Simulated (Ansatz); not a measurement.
Start from `NCSCF` and change one atom or group to get `BCSCF`.

Ansatz, PBE0-D4/def2-TZVP geometries, multiplicity 1. Each molecule was computed in one conformer, which needn't be the lowest.

```tsv
property	`NCSCF`
HOMO–LUMO gap (B3LYP/def2-TZVPP) / eV	6.83
HOMO energy (PBE0/def2-TZVPP) / eV	-6.80
HOMO–LUMO gap (ωB97M-V/def2-TZVPP) / eV	11.26
LUMO energy (PBE0/def2-TZVPP) / eV	0.56
LUMO energy (B3LYP/def2-TZVPP) / eV	0.25
size of the dipole moment (ωB97M-V/def2-TZVPP) / D	2.08
```

Q: What does the change do to each property? (Estimate.)

A: The calculation gave: 
| property | `BCSCF` | shift |
| --- | --- | --- |
| HOMO–LUMO gap (B3LYP/def2-TZVPP) / eV | 4.84 | -1.99 |
| HOMO energy (PBE0/def2-TZVPP) / eV | -6.98 | -0.18 |
| HOMO–LUMO gap (ωB97M-V/def2-TZVPP) / eV | 9.49 | -1.77 |
| LUMO energy (PBE0/def2-TZVPP) / eV | -1.66 | -2.22 |
| LUMO energy (B3LYP/def2-TZVPP) / eV | -1.91 | -2.16 |
| size of the dipole moment (ωB97M-V/def2-TZVPP) / D | 1.66 | -0.42 |

With PBE0 the HOMO falls by 0.18 eV and the LUMO falls by 2.22 eV, so the gap narrows by about 2.04 eV. PBE moves the HOMO by -0.25 eV and ωB97M-V by -0.16 eV. Dipoles are sizes alone; their direction can turn.

B3LYP here is the variant with VWN-RPA as its local correlation; programs differ in this.
